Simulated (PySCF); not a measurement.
Correlation energy of La⁺ (lanthanum, charge +1)

[Xe] 4f1 5d1, one real determinant (an excited configuration). Computed with PySCF 2.14 in def2-QZVPPD with the def2 core potential (46 electrons) (7s5p4d3f2g, 81 functions), with scalar relativity through the core potential. Frozen: nothing; 10 electrons correlated.

MP2 pair energies summed by pair of shells (mhartree):

| pair | energy | share (%) |
| --- | --- | --- |
| 5p-5p | -111.73 | 54.9 |
| 5s-5p | -31.51 | 15.5 |
| 5p-5d | -30.22 | 14.8 |
| 4f-5p | -17.01 | 8.4 |
| 5s-5s | -5.66 | 2.8 |
| 4f-5d | -3.70 | 1.8 |
| 5s-5d | -3.23 | 1.6 |
| 4f-5s | -0.62 | 0.3 |

Total MP2 correlation energy: -203.69 mhartree.

Same-spin part -55.41 and opposite-spin part -148.28 mhartree; SCS-MP2 scales them by 1/3 and 6/5 to -196.40 mhartree.

The reference is one real determinant that mixes LS terms of this configuration.

The basis has no tight functions for the innermost shells, so their pair energies are far from complete.
